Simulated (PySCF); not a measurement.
**Magnesium: a sound run and one with changed settings**

Sound run: Mg²⁺ [Ne], Mg³⁺ [He] 2s2 2p5. Calculation: PySCF 2.14, in def2-SVP (4s3p1d, 18 functions); the non-relativistic Hamiltonian (point nucleus). In the sound run the correlated levels freeze [He] 2s2. The sound run starts from symmetry-adapted Hartree-Fock orbitals and uses a fine grid where one is needed.

Changed run: initial guess atom, at most 50 SCF cycles.

```json
{"species": "Mg²⁺", "method": "UHF", "sound run (hartree)": "-198.75593", "changed run (hartree)": "-198.75593", "converged": "yes"}
{"species": "Mg²⁺", "method": "PBE", "sound run (hartree)": "-199.03188", "changed run (hartree)": "-199.03188", "converged": "yes"}
{"species": "Mg²⁺", "method": "CCSD(T)", "sound run (hartree)": "-198.75992", "changed run (hartree)": "-198.75992", "converged": "yes"}
{"species": "Mg³⁺", "method": "r2SCAN", "sound run (hartree)": "-196.10960", "changed run (hartree)": "-196.10960", "converged": "yes"}
{"species": "Mg³⁺", "method": "MP2", "sound run (hartree)": "-195.78302", "changed run (hartree)": "-195.78302", "converged": "yes"}
```

Here the plain start reaches the same solutions.
